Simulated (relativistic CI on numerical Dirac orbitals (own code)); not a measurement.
A reference radial Dirac CI calculation of Re³⁺ gave the lowest total energy -16675.67527 Ha in 26 SCF steps, from this input:

```
atom Re  Z=75  charge=3  electrons=72
nucleus A=187  rms_radius_fm=5.3698
hamiltonian dirac-coulomb  breit=on  qed=on  c_scale=1
orbitals kli  potential=per-configuration
slater_scale 1
correlation none
mixing on
grid step=0.0125 r_max=64.9
scf mixing=0.4 start=green max_iterations=150 tolerance=2e-08 node_fill=0.05
configurations
  [Xe] 4f14 5d4
  [Xe] 4f14 5d3 6s
end
```

One setting was then changed (and the iteration limit cut to 78), and the output read:

```
error: configuration [Xe] 4f14 5d4 has 72 electrons, the ion has 70
end: refused
```

**Question.** Which setting was changed?
A. node fill of the KLI weights
B. charge
C. SCF mixing
D. Breit term

**Answer.** B. The charge 5. This setting is bad on purpose; its numbers may not be properties of the ion.
